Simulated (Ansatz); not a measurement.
**Cost against result**

The pair of Cu⁺ (SMILES [Cu+], atom 1) and C$_{2}$H$_{2}$ (SMILES C#C, atoms 2–5), both closed shells, in one local arrangement (a lower one may exist), relaxed at PBE0-D4/def2-TZVP:

Cu1  (-0.026, -0.194, -1.643)
C2  (0.088, 0.637, 0.246)
C3  (-0.078, -0.562, 0.390)
H4  (0.235, 1.701, 0.306)
H5  (-0.219, -1.582, 0.701)
(Å)

Interaction energies are counterpoise-corrected; the time is that of the whole pair.

Computed with Ansatz 0.2.0 (basis: as named in each row); correlated methods freeze the cores. The 3s and 3p shells of Cu and Zn are frozen; filled d shells are correlated. B3LYP uses VWN-RPA correlation. Extrapolation: Hartree–Fock as exp(−7.88 √X), correlation as X^−2.97.

Times are rough, for one single point on 2 threads of a shared host (Intel Xeon Platinum 8375C).

The estimate by CCSD(T) at an estimated basis limit (MP2 extrapolated from triple and quadruple zeta, plus CCSD(T) − MP2 in triple zeta) is -174.3 kJ/mol.

```csv
method,basis,time (s),interaction energy (kJ/mol),method less estimate
SPW92,def2-SVP,under 1,-258.2,-83.9
PBE-D4,def2-SVP,under 1,-212.0,-37.7
B3LYP-D4,6-31G,under 1,-209.3,-35.0
HF,STO-3G,under 1,116.3,290.6
PBE0-D4,def2-SVP,1,-182.1,-7.8
CCSD(T),def2-SVP,1,-112.9,61.4
PBE-D4,STO-3G,2,-265.1,-90.8
BLYP-D4,def2-TZVPPD,2,-219.3,-45.0
PBE-D4,def2-TZVPPD,3,-233.1,-58.8
revPBE-D4,def2-TZVPPD,3,-215.6,-41.3
wB97M-V,def2-SVP,3,-172.8,1.5
B3LYP-D4,def2-TZVPPD,4,-197.8,-23.5
PBE0-D4,def2-TZVPPD,4,-201.6,-27.3
r2SCAN-D4,def2-TZVPPD,4,-235.3,-61.0
HSE06-D4,def2-TZVPPD,4,-201.0,-26.7
B97M-V,def2-TZVPPD,8,-224.6,-50.3
wB97X-V,def2-TZVPPD,8,-188.8,-14.5
wB97M-V,def2-TZVPPD,10,-187.6,-13.3
B2PLYP,def2-TZVPPD,10,-183.4,-9.1
MP2,def2-QZVPPD,17,-183.7,-9.4
CCSD(T),def2-TZVPPD,33,-155.3,19.0
```

No T1 diagnostic of these runs exceeds 0.020.
